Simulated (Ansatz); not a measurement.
Geometry optimisation, Ansatz, RKS PBE/def2-SVP.

input.yaml

```yaml
crystal:
  periodic: [false, false, false]
  atoms:
    - { symbol: Ga, position_ang: [0.109244, 0.527408, -0.389866] }
    - { symbol: O, position_ang: [-0.154983, 0.10913, 2.543756] }
    - { symbol: H, position_ang: [-1.060861, -0.139755, 2.2636] }
    - { symbol: "N", position_ang: [1.58563, 0.082531, -1.364986] }
    - { symbol: H, position_ang: [1.758522, -0.907622, -1.555736] }
    - { symbol: H, position_ang: [2.456588, 0.527776, -1.056327] }
    - { symbol: O, position_ang: [-1.523969, -0.234736, -0.355577] }
    - { symbol: H, position_ang: [-1.56286, -1.068089, -0.860897] }
    - { symbol: F, position_ang: [0.093277, 2.0587, 0.434363] }
    - { symbol: H, position_ang: [-0.138788, 1.070957, 2.29547] }
basis:
  gaussian: { orbitals: def2-SVP }
hamiltonian:
  xc: pbe
relax:
  f_tol: 0.03
  max_steps: 50
```

Run as:

```bash
$ ansatz run input.yaml --threads 2 --pin off --max-ram 3072MiB --backend cpu --events-out ev --progress --plain --runs-dir out
```

Task: Where does it end, and by what steps?

Result: The forces met the threshold. The force dipped under the threshold on the way, but the program's further checks kept it going. After 19 steps the energy has fallen by 0.443 eV; O2 moved furthest, 0.59 Å. Joined: Ga1–O2 (2.98 → 2.15 Å).

```csv
step,energy less start (eV),largest force component (eV/Å),accepted
0,0.0000,1.131,yes
1,-0.1397,0.847,yes
2,-0.2975,0.970,yes
3,-0.3669,0.587,yes
4,-0.4071,0.284,yes
5,-0.4193,0.159,yes
6,-0.4234,0.597,yes
7,-0.4367,0.153,yes
8,-0.4388,0.043,yes
9,-0.4399,0.024,yes
10,-0.4399,0.214,yes
11,-0.4406,0.068,yes
12,-0.4409,0.019,yes
13,-0.4415,0.206,yes
14,-0.4420,0.090,yes
15,-0.4425,0.029,yes
16,-0.4428,0.120,yes
17,-0.4430,0.044,yes
18,-0.4426,0.096,no
19,-0.4431,0.008,yes
```

```xyz
10
Properties=species:S:1:pos:R:3
Ga 0.110 0.450 -0.125
O 0.057 0.097 1.993
H -0.839 -0.311 1.924
N 1.557 0.021 -1.175
H 1.842 -0.963 -1.148
H 2.384 0.607 -1.025
O -1.456 -0.486 -0.070
H -1.896 -0.625 -0.926
F -0.071 2.186 0.334
H -0.126 1.049 2.171
```

Whether the end is a true minimum wasn't checked by a vibrational analysis.

Time of the run: 45 s on 2 threads of Arm Neoverse V1, with other jobs on the host, peak memory 0.16 GiB.
